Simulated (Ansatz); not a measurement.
`OBCOB(F)F`. The species carries charge 0 and has multiplicity 1. Geometry: relaxed with PBE0-D4/def2-TZVP. It is one conformer, not always the lowest.

```xyz
11

O     1.944    1.190   -0.424
B     1.043    1.275    0.568
C    -0.201    0.309    0.584
O    -0.144   -0.559   -0.558
B    -1.086   -1.486   -0.788
F    -2.125   -1.660    0.017
F    -0.984   -2.257   -1.853
H     1.699    0.496   -1.052
H     1.209    2.092    1.426
H    -0.219   -0.283    1.506
H    -1.136    0.882    0.574
```

What is the dipole moment at ωB97M-V/def2-TZVPP? (Estimate.)

The calculation gave: 0.93 D, with components (-0.48, 0.24, 0.77) D in this frame, pointing from negative to positive charge.

And with PBE, r2SCAN, B3LYP? (Estimate.)

Computed: PBE 0.80 D, r2SCAN 0.88 D, B3LYP 0.96 D.

Give the Mulliken charges with ωB97M-V, B3LYP, r2SCAN in def2-TZVPP. (Estimate.)

Computed: 
```
atom  ωB97M-V  B3LYP  r2SCAN
  O1    -0.25  -0.25   -0.28
  B2     0.03   0.08    0.14
  C3    -0.06  -0.01    0.02
  O4    -0.34  -0.35   -0.35
  B5     0.58   0.57    0.62
  F6    -0.25  -0.25   -0.26
  F7    -0.24  -0.23   -0.25
  H8     0.21   0.21    0.22
  H9     0.07   0.02   -0.01
 H10     0.12   0.10    0.07
 H11     0.12   0.10    0.07
```

B3LYP here is the variant with VWN-RPA as its local correlation; programs differ in this.
